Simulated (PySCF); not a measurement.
## Correlation energy of Ga²⁺ (gallium, charge +2)

[Ar] 3d10 4s1, 2S determinant. All numbers are calculated (PySCF 2.14, the spin-free X2C one-electron Hamiltonian (Gaussian nucleus), in x2c-TZVPPall (6s5p4d1f, 48 functions)). Frozen: [Ne]; 19 electrons correlated.

```tsv
level	correlation energy (mhartree)
CCSD	-254.90
(T)	-6.08
CCSD(T)	-260.98
```

Diagnostics: T1 = 0.0082, D1 = 0.0165, largest double amplitude 0.013.

Cost of the coupled-cluster step: about 14 core-seconds, for 19 correlated electrons.

This basis was not built for core-valence correlation, so the inner-shell part is incomplete.
